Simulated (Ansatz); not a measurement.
Molecule: sum formula H$_{6}$SiN$_{2}$O$_{2}$ (charge 0, singlet). SMILES: O[Si](N)(O)N
Geometry from a B3LYP-D3(BJ)/def2-TZVP (Ansatz, a quantum-chemistry and plane-wave program) optimisation:
```xyz
11

Si    -0.0057    -0.0156    -0.0031
O     -0.6135    -1.3154    -0.8085
O      1.6155    -0.1104    -0.3250
N     -0.4868     1.5601    -0.4653
N     -0.5584    -0.2067     1.5919
H     -0.0393    -1.6929    -1.4793
H      2.1712     0.5861     0.0318
H     -0.1067     1.9833    -1.2970
H     -1.4348     1.8617    -0.3034
H     -0.5116     0.5284     2.2756
H     -0.6978    -1.1159     1.9983
```

Computed values are from Ansatz. Cores are frozen in the correlated levels unless marked. Open shells are spin-unrestricted. Spin-orbit coupling is left out. Non-relativistic. CBS(X,Y): correlation extrapolated as X^-3; Hartree-Fock from the larger set. The bracket is a focal-point correction in the basis named.

Problem. What is the total energy at RI-MP2/CBS(cc-pV(T+d)Z,cc-pV(Q+d)Z)+[CCSD(T)-MP2]/cc-pV(T+d)Z?

Solution. -552.6281 Eh.

Problem. What is the dipole moment at CCSD(T)/aug-cc-pV(D+d)Z?

Solution. 1.61 D.

Problem. What is the T1 diagnostic at CCSD/cc-pV(T+d)Z?

Solution. 0.010.

Problem. What is the atomisation energy De at RI-MP2/CBS(cc-pV(T+d)Z,cc-pV(Q+d)Z)+[CCSD(T)-MP2]/cc-pV(T+d)Z?

Solution. 1013.3 kcal/mol.
